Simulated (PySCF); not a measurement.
From one molecule to another.

First species: C3H7FO3Si3.
InChI=1S/C3H7FO3Si3/c1-3(4)10(6-2-5)8-7-9-10/h2H,1,8-9H2

Second species: C6H15OP.
SMILES: `P(CCC)CCOC`

Levels: PBE0/pcSseg-1 for HOMO energy, LUMO energy and HOMO–LUMO gap. Geometries: GFN2-xTB. Each structure is a single optimised conformer of the isolated species, non-relativistic unless stated. Electronic properties by PySCF.

Dipoles, sizes and rotational constants follow the conformer. The torsions of the flexible species, by atom-mapped SMILES:
- `[CH2:1]=[C:2]([F:3])[Si:4]1([O:5][CH:6]=[O:7])[SiH2:8][O:9][SiH2:10]1`: C1–C2–Si4–O5 1°, C2–Si4–O5–C6 179°, Si4–O5–C6–O7 0°

The conformers of `CCCPCCOC` aren't listed.

Values for the first species:

```
HOMO energy   : -7.48 eV
LUMO energy   : -1.30 eV
HOMO–LUMO gap : 6.18 eV
```

(1) Estimate the same properties for the second species, and the change in each.

Results:

(1) 
```
     property     first    second  second less first
  HOMO energy  -7.48 eV  -6.49 eV           +0.99 eV
  LUMO energy  -1.30 eV   1.08 eV           +2.38 eV
HOMO–LUMO gap   6.18 eV   7.57 eV           +1.39 eV
```

